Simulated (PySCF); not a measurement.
C₇H₁₃PS.
Structure used (GFN2-xTB), in Å, numbered top down from 1:
```
atom  x, y, z in Å
C1     3.1024   -0.7088   -0.1505
C2     1.9760    0.1589    0.2262
C3     1.6048    1.4453    0.2593
P4     0.3925    0.3879    1.0843
S5     0.1459    0.2985    3.0087
C6    -1.0837    0.0118   -0.0203
C7    -0.6850    0.0929   -1.4838
C8    -1.5441   -1.3902    0.3611
C9    -2.1373    1.0554    0.3326
H10    3.3729   -1.3495    0.6883
H11    2.8209   -1.3542   -0.9831
H12    3.9647   -0.1094   -0.4405
H13    1.9983    2.4142    0.0250
H14   -1.5509   -0.1189   -2.1089
H15   -0.3157    1.0866   -1.7307
H16    0.0932   -0.6319   -1.7167
H17   -2.4670   -1.6442   -0.1580
H18   -1.7230   -1.4465    1.4347
H19   -0.7822   -2.1251    0.1010
H20   -2.3456    1.0313    1.4024
H21   -3.0636    0.8616   -0.2061
H22   -1.7838    2.0537    0.0739
```

Definitions: NICS(0) = −σiso at the ring centroid; NICS(1) = −σiso and NICS(1)zz = −σzz at ±1 Å along the ring normal z. Level: GIAO PBE0/pcSseg-1 (PySCF, non-relativistic, gas phase) on the GFN2-xTB geometry, one conformer.

Ring bond lengths (Å), with Mayer bond orders in brackets: C2–C3 1.339 (1.56), C3–P4 1.808 (0.90), P4–C2 1.816 (0.86).

Task: Give the NICS values of each ring in ppm.

Result: 
```json
{"ring": "C2–C3–P4", "type": "3-membered ring with P; formal bonds 1 double, 2 single", "NICS(0)": "-18.3", "NICS(1), two faces": "-7.7 / -8.7", "NICS(1)zz, two faces": "-12.0 / -15.1", "rms pucker (Å)": "0.00", "centre to ring atoms, mean (Å)": "0.96"}
```

Task: What do they say, and how far can they be read as aromaticity?

Result: 
- C2–C3–P4: mean NICS(1)zz -13.6 ppm, shielded. P4 has four or more neighbours, so the value isn't read as a sign of a π ring current. The two faces differ by 3.1 ppm, so no symmetry operation interchanges them. NICS(0) lies 10 ppm below the mean NICS(1).

Task: What field does 11.7 T along the ring normal induce along that normal at the second NICS(1) probe listed for ring C2–C3–P4, 1 Å off the ring?

Result: NICSzz × B0 = -15.1 ppm × 11.7 T = -177 μT, against the applied field.

Task: What are the shieldings of the ring atoms and their hydrogens in the same run (means over atoms taken as equivalent)?

Result: 
```tsv
atoms	environment	σ isotropic (ppm)
C2	fully substituted alkene carbon	12.8
C3	alkene CH carbon	35.6
P4	phosphorus bonded to 3 C and S	380.9
H13	vinylic hydrogen	23.12
```
